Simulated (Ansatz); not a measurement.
Coupled-cluster diagnostics for Si(eta1-allyl)H3 (C3H8Si), Ansatz.

Geometry of the singlet (PBE0-D4/def2-SVP):

```xyz
12

Si    1.291   -1.173    0.333
C     0.230    0.354    0.706
C    -0.458    0.872   -0.513
C    -1.760    0.747   -0.786
H     0.899    1.119    1.137
H    -0.498    0.079    1.488
H     0.184    1.368   -1.252
H    -2.448    0.259   -0.088
H    -2.184    1.132   -1.717
H     2.275   -0.862   -0.749
H     0.425   -2.305   -0.116
H     2.043   -1.591    1.557
```

Correlated methods freeze 8 core orbitals.

(1) Estimate the CCSD(T) correlation energy, the shares of MP2 and (T), T1 and the reference's ⟨S²⟩ for: charge 0, singlet, own geometry in def2-TZVPP; and the rough time on 4 threads of Intel Xeon on a shared host.

## Answers

(1) 
| state | basis | correlation (eV) | MP2 share (%) | (T) share (%) | T1 | ⟨S²⟩ (pure) | wall time |
| --- | --- | --- | --- | --- | --- | --- | --- |
| charge 0, singlet, own geometry | def2-TZVPP | -19.391 | 88.8 | 4.0 | 0.011 | 0.00 (0.00) | 5 min |
Customary marks for T1 are 0.02 (closed shells), 0.045 (open shells) and about 0.05 (3d metals). T1 stays under 0.02 throughout.
